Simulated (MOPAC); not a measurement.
A run for MOPAC: PM3 on HISn (SMILES [SnH][I]), a point of a bond scan (R = 8.827 Å).

```
PM3 1SCF PRECISE CHARGE=0 THREADS=1
HISn

Sn     0.45232825 1     0.91499533 1     0.96539677 1
H      0.73028803 1     2.17687253 1    -0.26340839 1
I     -2.40473425 1    -4.90667360 1    -5.02237433 1
```

The log:

```
*******************************************************************************
 **                                                                           **
 **                              MOPAC v23.2.5                                **
 **                                                                           **
 *******************************************************************************
 ** MOPAC's Digital Object Identifier: https://doi.org/10.5281/zenodo.6511958 **
 **                                                                           **
 ** Please cite the open-source release paper for use of this MOPAC version:  **
 ** J. E. Moussa and J. J. P. Stewart (2026)                                  **
 ** MOPAC: An open-source semiempirical molecular orbital program             **
 ** J. Open Source Softw., 11(119), 8025, https://doi.org/10.21105/joss.08025 **
 *******************************************************************************

                              PM3 CALCULATION RESULTS

 *******************************************************************************
 *  PM3        - The PM3 Hamiltonian to be used
 *
 *
 *
 *                 CHARGE ON SYSTEM = 0
 *
 *
 *
 *  PRECISE    - TIGHTER CRITERIA TO BE USED
 *  1SCF       - DO 1 SCF AND THEN STOP
 *  THREADS=1  - MULTI-THREADING NOT USED
 *  T=         - A TIME OF 172800.0 SECONDS REQUESTED
 *  DUMP=N     - RESTART FILE WRITTEN EVERY 7200.0 SECONDS REQUESTED
 *******************************************************************************
PM3 1SCF PRECISE CHARGE=0 THREADS=1
 HISn

   ATOM   CHEMICAL          X               Y               Z
  NUMBER   SYMBOL      (ANGSTROMS)     (ANGSTROMS)     (ANGSTROMS)

     1      Sn          0.45232825  *   0.91499533  *   0.96539677  *
     2       H          0.73028803  *   2.17687253  *  -0.26340839  *
     3       I         -2.40473425  *  -4.90667360  *  -5.02237433  *



          CARTESIAN COORDINATES

    NO.       ATOM           X           Y           Z

     1        Sn          0.4523      0.9150      0.9654
     2         H          0.7303      2.1769     -0.2634
     3         I         -2.4047     -4.9067     -5.0224

  H: (PM3): J. J. P. STEWART, J. COMP. CHEM. 10, 209 (1989).
 Sn: (PM3): J. J. P. STEWART, J. COMP. CHEM. 12, 320-341 (1991).
  I: (PM3): J. J. P. STEWART, J. COMP. CHEM. 10, 209 (1989).

           Empirical Formula: H Sn I  =     3 atoms



      MOLECULAR POINT GROUP   :   Cs


      RHF CALCULATION, NO. OF DOUBLY OCCUPIED LEVELS = 6



 ALL CONVERGERS ARE NOW FORCED ON
 SHIFT=10, PULAY ON, CAMP-KING ON
 AND ITERATION COUNTER RESET



 -------------------------------------------------------------------------------
 PM3 1SCF PRECISE CHARGE=0 THREADS=1
 HISn



     1SCF WAS SPECIFIED, SO BFGS WAS NOT USED
     SCF FIELD WAS ACHIEVED


                              PM3 CALCULATION
                                                       MOPAC v23.2.5 Linux




          FINAL HEAT OF FORMATION =         96.35538 KCAL/MOL =     403.15091 KJ/MOL


          COSMO AREA              =        150.05 SQUARE ANGSTROMS
          COSMO VOLUME            =        122.07 CUBIC ANGSTROMS

          IONIZATION POTENTIAL    =          6.065685 EV
          HOMO LUMO ENERGIES (EV) =         -6.066 -4.420
          NO. OF FILLED LEVELS    =          6
          MOLECULAR WEIGHT        =        246.6024         POINT GROUP:  Cs

          MOLECULAR DIMENSIONS (Angstroms)

            Atom       Atom       Distance
            I     3    H     2     9.09136
           Sn     1    I     3     1.72905
            I     3    H     2     0.00000


          SCF CALCULATIONS        =          1





   ATOM   CHEMICAL          X               Y               Z
  NUMBER   SYMBOL      (ANGSTROMS)     (ANGSTROMS)     (ANGSTROMS)

     1      Sn          0.45232825  *   0.91499533  *   0.96539677  *
     2       H          0.73028803  *   2.17687253  *  -0.26340839  *
     3       I         -2.40473425  *  -4.90667360  *  -5.02237433  *

                             CARTESIAN COORDINATES

   1   Sn        0.452328250     0.914995330     0.965396770
   2    H        0.730288030     2.176872530    -0.263408390
   3    I       -2.404734250    -4.906673600    -5.022374330


           Empirical Formula: H Sn I  =     3 atoms



      MOLECULAR POINT GROUP   :   Cs


                  EIGENVALUES
 -15.07546 -12.89043 -12.88315 -12.88273 -11.25062  -6.06569  -4.41962  -3.58299
  -0.36420


              NET ATOMIC CHARGES AND DIPOLE CONTRIBUTIONS

  ATOM NO.   TYPE          CHARGE      No. of ELECS.   s-Pop       p-Pop
    1         Sn           0.662430        3.3376     1.89115     1.44642
    2          H          -0.272208        1.2722     1.27221
    3          I          -0.390222        7.3902     1.39022     6.00000
 DIPOLE           X         Y         Z       TOTAL
 POINT-CHG.     4.992     9.262    12.830    16.592
 HYBRID         0.321     1.580    -1.742     2.373
 SUM            5.313    10.841    11.088    16.392


          ATOMIC ORBITAL ELECTRON POPULATIONS

     Atom    s        px        py        pz
    1 Sn   1.89115   0.07270   0.65206   0.72166
    2  H   1.27221
    3  I   1.39022   2.00000   2.00000   2.00000

 **********************
 *                    *
 * JOB ENDED NORMALLY *
 *                    *
 **********************




 == MOPAC DONE ==
```

The run finished.

Cost: very roughly 0.08 core-seconds.
